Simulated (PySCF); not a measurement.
C$_{4}$H$_{3}$S, charge -1, singlet, at a GFN2-xTB geometry, with bond 8-5 at 1.3 times its length; PBE0/STO-3G (PySCF).

Input for PySCF:
```python
from pyscf import gto, scf, dft

mol = gto.M(
    atom='''
S    -0.000828    0.052673    1.184693
C    -0.014587    1.382577   -0.007520
C     0.012791   -1.212093   -0.003802
C    -0.007513    0.738672   -1.228508
C     0.007464   -0.680177   -1.251335
H     0.023606   -2.243764    0.307910
H    -0.013331    1.310268   -2.157988
H     0.016006   -1.464029   -2.430030
''',
    basis='sto-3g',
    charge=-1,
    spin=0,
    verbose=4,
)

mf = dft.RKS(mol)
mf.xc = 'pbe0'
mf.DIIS = scf.EDIIS
mf.kernel()
```

Q: Write the output that PySCF gives for this input, abridged.

A: 
```
PySCF version 2.14.0

[INPUT] verbose = 4
[INPUT] num. atoms = 8
[INPUT] num. electrons = 44
[INPUT] charge = -1
[INPUT] spin (= nelec alpha-beta = 2S) = 0
[INPUT] symmetry False subgroup None
[INPUT] Mole.unit = angstrom
[INPUT] Symbol           X                Y                Z      unit          X                Y                Z       unit  Magmom
[...]
nuclear repulsion = 189.851810410888
number of shells = 20
number of NR pGTOs = 96
number of NR cGTOs = 32
basis = sto-3g
ecp = {}

******** <class 'pyscf.dft.rks.RKS'> ********
method = RKS
initial guess = minao
damping factor = 0
level_shift factor = 0
DIIS = <class 'pyscf.scf.diis.EDIIS'>
diis_start_cycle = 1
diis_space = 8
diis_damp = 0
SCF conv_tol = 1e-09
SCF conv_tol_grad = None
SCF max_cycles = 50
direct_scf = True
direct_scf_tol = 1e-13
XC library pyscf.dft.libxc version 7.1.2
    S. Lehtola, C. Steigemann, M. J. T. Oliveira, and M. A. L. Marques,  SoftwareX 7, 1–5 (2018)
XC functionals = pbe0
    C. Adamo and V. Barone,  J. Chem. Phys. 110, 6158 (1999)
    M. Ernzerhof and G. E. Scuseria,  J. Chem. Phys. 110, 5029 (1999)
radial grids:
    Treutler-Ahlrichs [JCP 102, 346 (1995); DOI:10.1063/1.469408] (M4) radial grids

becke partition: Becke, JCP 88, 2547 (1988); DOI:10.1063/1.454033
pruning grids: <function nwchem_prune>
grids dens level: 3
symmetrized grids: False
atomic radii adjust function: <function treutler_atomic_radii_adjust>
small_rho_cutoff = 0
Set gradient conv threshold to 3.16228e-05
Initial guess from minao.
tot grids = 104776
init E= -546.249682441292
[...]
cycle= 1 E= -545.528417517205  delta_E= 0.721  |g|= 0.375  |ddm|= 4.26
[...]
cycle= 2 E= -545.473183364023  delta_E= 0.0552  |g|= 0.538  |ddm|= 1.62
[...]
cycle= 3 E= -545.581584410409  delta_E= -0.108  |g|= 0.175  |ddm|= 1.22
[...]
cycle= 4 E= -545.581584407679  delta_E= 2.73e-09  |g|= 0.175  |ddm|= 3.61e-08
[...]
cycle= 5 E= -545.581584388881  delta_E= 1.88e-08  |g|= 0.175  |ddm|= 2.49e-07
[...]
cycle= 6 E= -545.581584421179  delta_E= -3.23e-08  |g|= 0.175  |ddm|= 4.27e-07
[...]
cycle= 7 E= -545.581584409362  delta_E= 1.18e-08  |g|= 0.175  |ddm|= 1.56e-07
[...]
cycle= 8 E= -545.581584402813  delta_E= 6.55e-09  |g|= 0.175  |ddm|= 8.66e-08
[...]
cycle= 9 E= -545.581584410644  delta_E= -7.83e-09  |g|= 0.175  |ddm|= 1.04e-07
[...]
cycle= 10 E= -545.57972169025  delta_E= 0.00186  |g|= 0.18  |ddm|= 0.178
[...]
cycle= 11 E= -545.55947332653  delta_E= 0.0202  |g|= 0.299  |ddm|= 0.746
[...]
[...]
[...]
cycle= 23 E= -545.592255480825  delta_E= -8.96e-11  |g|= 0.0349  |ddm|= 2.8e-08
[...]
cycle= 24 E= -545.592255480908  delta_E= -8.29e-11  |g|= 0.0349  |ddm|= 2.57e-08
[...]
cycle= 25 E= -545.592255480919  delta_E= -1.1e-11  |g|= 0.0349  |ddm|= 2.93e-09
[...]
cycle= 26 E= -545.592255480773  delta_E= 1.46e-10  |g|= 0.0349  |ddm|= 4.5e-08
[...]
cycle= 27 E= -545.592255480733  delta_E= 4.04e-11  |g|= 0.0349  |ddm|= 1.26e-08
[...]
cycle= 28 E= -545.590604711583  delta_E= 0.00165  |g|= 0.075  |ddm|= 0.123
[...]
cycle= 29 E= -545.59135922525  delta_E= -0.000755  |g|= 0.0611  |ddm|= 0.193
[...]
cycle= 30 E= -545.592298100448  delta_E= -0.000939  |g|= 0.0327  |ddm|= 0.0981
[...]
cycle= 31 E= -545.592298100534  delta_E= -8.56e-11  |g|= 0.0327  |ddm|= 2.64e-08
[...]
cycle= 32 E= -545.592298100457  delta_E= 7.69e-11  |g|= 0.0327  |ddm|= 2.33e-08
[...]
cycle= 33 E= -545.592298100525  delta_E= -6.81e-11  |g|= 0.0327  |ddm|= 2.09e-08
[...]
cycle= 34 E= -545.592298100466  delta_E= 5.92e-11  |g|= 0.0327  |ddm|= 1.87e-08
[...]
cycle= 35 E= -545.59229810554  delta_E= -5.07e-09  |g|= 0.0327  |ddm|= 1.01e-06
[...]
cycle= 36 E= -545.592298100729  delta_E= 4.81e-09  |g|= 0.0327  |ddm|= 1.08e-06
[...]
cycle= 37 E= -545.591736739046  delta_E= 0.000561  |g|= 0.0503  |ddm|= 0.104
[...]
cycle= 38 E= -545.592214774632  delta_E= -0.000478  |g|= 0.0355  |ddm|= 0.116
[...]
cycle= 39 E= -545.592586054934  delta_E= -0.000371  |g|= 0.0123  |ddm|= 0.0451
[...]
cycle= 40 E= -545.592586055402  delta_E= -4.68e-10  |g|= 0.0123  |ddm|= 1.1e-07
[...]
cycle= 41 E= -545.59258605571  delta_E= -3.08e-10  |g|= 0.0123  |ddm|= 5.26e-08
[...]
cycle= 42 E= -545.592586056064  delta_E= -3.54e-10  |g|= 0.0123  |ddm|= 6.02e-08
[...]
cycle= 43 E= -545.59258605544  delta_E= 6.24e-10  |g|= 0.0123  |ddm|= 1.06e-07
[...]
cycle= 44 E= -545.5925860558  delta_E= -3.6e-10  |g|= 0.0123  |ddm|= 1.09e-07
[...]
cycle= 45 E= -545.592386040632  delta_E= 0.0002  |g|= 0.028  |ddm|= 0.0233
[...]
cycle= 46 E= -545.59221230648  delta_E= 0.000174  |g|= 0.0346  |ddm|= 0.0787
[...]
cycle= 47 E= -545.592417486468  delta_E= -0.000205  |g|= 0.0258  |ddm|= 0.079
[...]
cycle= 48 E= -545.592624849392  delta_E= -0.000207  |g|= 0.00603  |ddm|= 0.0298
[...]
cycle= 49 E= -545.592624849404  delta_E= -1.18e-11  |g|= 0.00603  |ddm|= 4.26e-09
[...]
cycle= 50 E= -545.592624849262  delta_E= 1.42e-10  |g|= 0.00603  |ddm|= 4.96e-08
SCF not converged.
SCF energy = -545.592624849262
```

The run did not converge; its last values are not results.
